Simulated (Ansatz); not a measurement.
A search over several starts for the lowest SCF solution of Os₂O₂⁺ at the given spin, in a small basis.

```yaml
crystal:
  periodic: [false, false, false]
  atoms:
    - {symbol: Os, position_ang: [-1.549941, 0.889407, -0.232568]}
    - {symbol: Os, position_ang: [0.390448, -0.418714, 0.467783]}
    - {symbol: O, position_ang: [0.213936, 1.389568, -0.134697]}
    - {symbol: O, position_ang: [0.945567, -1.860250, -0.100517]}
basis:
  gaussian: {orbitals: def2-SVP, initial_orbitals: start.molden}
total_charge: 1
magnetization: {spin_polarized: true, initial_magnetization: 3}
hamiltonian: {xc: pbe0, dispersion: d4}
output: {orbitals: {seedname: orbitals}}
```

The file start.molden holds the orbitals of an earlier run on this structure, at another level or in another basis.

```sh
$ ansatz run in.yaml --threads 4 --pin off --events-out ev --progress --plain --max-ram 3916MiB
```

Output, abridged:

```
Functional definition: PBE0
886 factors; integrals over basis functions are off by at most 8.7e-4 eV
mean field evaluation 1: about -9009.7233 eV, gradient 1.5e1 eV
mean field evaluation 2: about -9010.0262 eV, gradient 3.5e-1 eV
mean field evaluation 4: about -9010.2339 eV, gradient 4.5e-3 eV
mean field evaluation 8: about -9010.2339 eV, gradient 2.2e-5 eV
mean field evaluation 16: about -9008.7749 eV, gradient 1.5e1 eV
mean field evaluation 32: about -9010.2322 eV, gradient 1.2e-1 eV
mean field evaluation 64: about -9010.2339 eV, gradient 7.1e-5 eV
mean field evaluation 96: about -8958.5324 eV, gradient 2.3e2 eV
mean field evaluation 128: about -8973.7412 eV, gradient 2.6e2 eV
mean field evaluation 160: about -9010.2339 eV, gradient 1.3e-2 eV
mean field evaluation 192: about -9008.8202 eV, gradient 8.7e0 eV
mean field evaluation 224: about -9010.2035 eV, gradient 3.3e-1 eV
mean field evaluation 256: about -9009.7687 eV, gradient 3.4e-2 eV
mean field evaluation 288: about -9009.7778 eV, gradient 2.8e0 eV
mean field evaluation 320: about -9009.6240 eV, gradient 9.6e-2 eV
mean field -9010.23391290 eV, -331.1199889431 hartree, gradient 2.2e-5 eV, S^2 4.587920; 15 other end points of the search recorded, 0 dependent functions left out
reference -9010.23394658 eV, -331.1199901810 hartree; 25, 22 occupied and 67, 70 virtual orbitals, 886 factors
Total energy: -9010.32906427 eV, -331.1234856915 hartree
```

It took 31 s on 4 threads of Arm Neoverse V1 on a shared host.

In the def2 sets Os takes a core potential; there is no spin–orbit coupling. The charge 1 quartet is spin-contaminated (final ⟨S²⟩ up to 4.59, 3.75 for a pure state). At PBE0-D4/def2-TZVP a doublet of charge 1 lies 0.12 eV below the quartet, each at its own geometry. The structure comes from a short search, and lower isomers may exist.
